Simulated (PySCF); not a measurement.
Isomers of [C6H6NO2]- (charge -1), one GFN2-xTB conformer each. Single-point energies are computed at PBE0/pcSseg-1 (PySCF, gas phase, no added dispersion term), electronic only.

```json
{"SMILES": "CC(=O)/C=C(/[O-])CC#N", "GFN2-xTB relative energy (kJ/mol)": "12.6"}
{"SMILES": "N#CCC1(C(=O)[O-])CC1", "GFN2-xTB relative energy (kJ/mol)": "0.0"}
```

Conformers: `[CH3:1][C:2](=[O:3])/[CH:4]=[C:5](/[O-:6])[CH2:7][C:8]#[N:9]` (charge -1) with C1–C2–C4–C5 -179°, C4–C5–C7–C8 -105°; `[N:1]#[C:2][CH2:3][C:4]1([C:5](=[O:6])[O-:7])[CH2:8][CH2:9]1` (charge -1) with C2–C3–C4–C5 149°, C3–C4–C5–O6 168°.

Question: What does PBE0/pcSseg-1 give for the same structures?

Answer: 
| SMILES | PBE0/pcSseg-1 E (Eh) | PBE0/pcSseg-1 (kJ/mol) | GFN2-xTB (kJ/mol) | point group |
| --- | --- | --- | --- | --- |
| CC(=O)/C=C(/[O-])CC#N | -436.94993 | 0.0 | 12.6 | C1 |
| N#CCC1(C(=O)[O-])CC1 | -436.94521 | 12.4 | 0.0 | C1 |

GFN2-xTB puts N#CCC1(C(=O)[O-])CC1 lowest instead. As drawn, the higher has a three-membered ring and a quaternary carbon, which the lower lacks. Neighbours under 21 kJ/mol apart (CC(=O)/C=C(/[O-])CC#N and N#CCC1(C(=O)[O-])CC1) can change places with a better method, another conformer or zero-point energy.
